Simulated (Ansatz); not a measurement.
System: CH$_{3}$BFS, net charge 0, doublet state. SMILES: CS[B]F
Coordinates optimised at B3LYP-D3(BJ)/def2-TZVP (Ansatz, a first-principles code):
```
C
H 1 1.0862
H 1 1.0862 2 110.40
H 1 1.0880 2 109.66 3 120.94
S 1 1.8299 2 110.36 4 116.79
B 5 1.7844 1 101.59 2 61.15
F 6 1.3135 5 123.58 1 180.00
```
Charge 0, spin multiplicity 2.

Wanted: atomisation energy, in kcal/mol. Terms: LANL2DZ with its own core potentials from Na on; valence correlation only; no spin-orbit coupling; dispersion terms only where a functional's name holds one; 6-311+G** with 5d, 6d on Na to Ar in Ansatz; six Cartesian d functions in 6-31G* and its kin unless marked 5d; non-relativistic; open shells spin-unrestricted; atomisation electronic, to ground-state atoms. CBS marks a two-point X^-3 extrapolation of the correlation energy; Hartree-Fock from the larger set. First-principles rows: single points at B3LYP-D3(BJ) geometries (Ansatz).

Coupled cluster (Ansatz) is a level with limits of its own, used here on species with T1 under 0.025 (0.045 for open shells) and stable references: CCSD(T)/CBS(cc-pV(T+d)Z,cc-pV(Q+d)Z).

Value to compare with, CCSD(T)/CBS(cc-pV(T+d)Z,cc-pV(Q+d)Z) (Ansatz): 614.5 kcal/mol.

```csv
level,program,atomisation energy (kcal/mol),difference
B3LYP/STO-3G,Ansatz,739.2,124.7
B3LYP/3-21G,Ansatz,592.6,-21.9
B3LYP/LANL2DZ,Ansatz,563.5,-51.0
B3LYP/6-31G,Ansatz,575.5,-39.0
B3LYP/6-31G*,Ansatz,613.1,-1.4
B3LYP/6-31+G*,Ansatz,605.3,-9.2
B3LYP/6-31G**,Ansatz,615.8,1.3
B3LYP/def2-SVP,Ansatz,617.2,2.7
B3LYP/cc-pVDZ,Ansatz,601.4,-13.1
B3LYP/6-311+G**,Ansatz,603.7,-10.8
B3LYP/def2-TZVPD,Ansatz,612.3,-2.2
```

Among the 10 habitual levels, B3LYP/STO-3G lies farthest from CCSD(T)/CBS(cc-pV(T+d)Z,cc-pV(Q+d)Z) (Ansatz) (124.7 kcal/mol); 3 of 10 lie above it, and their mean absolute difference is 27.5 kcal/mol, the median 11.9. One case shows no general order.

The sets are all those run for this method; left out are runs that failed, that the program found above a lower state of the same kind, or whose <S^2> lies over 0.5 above the pure value.
